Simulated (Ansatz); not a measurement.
F3GeHO (`[OH][Ge]([F])([F])[F]`), 6 atoms. The species carries charge 0 and has multiplicity 1. Correlated methods include outer-core shells of Ge, which these sets cover unevenly. Scalar relativity is left out up to krypton. All runs use 4 threads of an Arm Neoverse V1 on a shared host. Correlated methods freeze the cores.

(1) Give the basis size and wall time and peak host memory of each of these runs in Ansatz. RKS CAM-B3LYP-D4/def2-TZVPP energy; direct RPA on PBE orbitals/def2-TZVPP energy; RKS ωB97M-V/def2-QZVPP energy; RHF-CCSD(T)/def2-SVP energy; RKS PBE0-D4/def2-TZVP frequencies; RKS ωB97M-V/def2-SVP energy; RHF-CCSD(T)/def2-TZVPP energy; RKS PBE-QIDH (frozen core)/def2-TZVPP energy; RKS B3LYP-D4/def2-TZVPP energy and forces; RKS PBE0-D4/def2-TZVP relaxation (8 steps); RKS HSE06 (plane-wave form)-D4/def2-TZVPP energy; RHF-MP2/def2-QZVPP energy. (Estimate.)

## Answers

(1) Ansatz gave: Other jobs shared the machine, so times are rough.

| level | job | functions | wall time | peak host memory (GiB) |
| --- | --- | --- | --- | --- |
| RKS HSE06 (plane-wave form)-D4/def2-TZVPP | energy | 186 | 1.9 s | 0.46 |
| RKS CAM-B3LYP-D4/def2-TZVPP | energy | 186 | 2.1 s | 0.49 |
| RKS B3LYP-D4/def2-TZVPP | energy and forces | 186 | 2.4 s | 0.44 |
| direct RPA on PBE orbitals/def2-TZVPP | energy | 186 | 2.8 s | 0.35 |
| RKS PBE-QIDH (frozen core)/def2-TZVPP | energy | 186 | 3.2 s | 0.42 |
| RKS ωB97M-V/def2-SVP | energy | 93 | 3.3 s | 0.27 |
| RHF-CCSD(T)/def2-SVP | energy | 93 | 4.3 s | 0.36 |
| RHF-MP2/def2-QZVPP | energy | 347 | 10 s | 1.4 |
| RKS ωB97M-V/def2-QZVPP | energy | 347 | 11 s | 1.2 |
| RKS PBE0-D4/def2-TZVP | relaxation (8 steps) | 178 | 19 s | 0.43 |
| RKS PBE0-D4/def2-TZVP | frequencies | 178 | 59 s | 0.42 |
| RHF-CCSD(T)/def2-TZVPP | energy | 186 | 81 s | 2.3 |

B3LYP here is the variant with VWN-RPA as its local correlation; programs differ in this.
